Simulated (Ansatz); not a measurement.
Basis sets compared for Ga4N4H14, a cluster cut from wurtzite GaN (hydrogen-capped). The state is a singlet with charge 0. Geometry r2SCAN-D4/def2-SVP. Ansatz on 2 threads of AMD EPYC 7R13 on a shared host and a share (18 GiB) of an NVIDIA H100 80GB HBM3; times are rough, and most runs start from earlier orbitals.

```xyz
22

Ga    1.767   -0.561   -1.061
N     1.284    1.377   -0.600
Ga   -1.451   -0.175   -1.558
N    -0.035   -1.321   -0.800
N    -1.674    1.048    0.072
Ga    0.040    1.508    0.913
Ga   -0.384   -1.801    1.081
N     0.451   -0.127    1.920
H     2.215   -0.602   -2.562
H     2.740   -0.961    0.120
H     0.858    1.785   -1.439
H     2.140    1.913   -0.440
H    -0.873    0.813   -2.649
H    -2.796   -0.952   -1.763
H    -0.059   -2.198   -1.332
H    -2.205    1.880   -0.196
H    -2.268    0.547    0.741
H     0.075    2.843    1.722
H     0.459   -3.041    1.541
H    -1.914   -1.640    1.446
H     1.465   -0.278    1.941
H     0.164   -0.057    2.899
```

Binding counts from free atoms (Ga doublet, N quartet, H doublet) in the same basis, without a counterpoise term.

| level | functions | energy (Eh) | HOMO (eV) | LUMO (eV) | binding per atom (eV) | wall time |
| --- | --- | --- | --- | --- | --- | --- |
| PBE-D4/def2-SVP | 254 | -7924.4625 | -6.22 | -0.67 | 3.15 | 2.8 s |
| PBE0-D4/def2-SVP | 254 | -7924.6582 | -7.48 | 0.15 | 3.11 | 3.3 s |

(1) Estimate the rows for PBE-D4/def2-TZVP, PBE0-D4/def2-TZVP.

Results:

(1) 
```csv
level,functions,energy (Eh),HOMO (eV),LUMO (eV),binding per atom (eV),wall time
PBE-D4/def2-TZVP,400,-7925.7094,-6.29,-0.95,3.12,3.3 s
PBE0-D4/def2-TZVP,400,-7925.8958,-7.52,-0.14,3.09,4.4 s
```
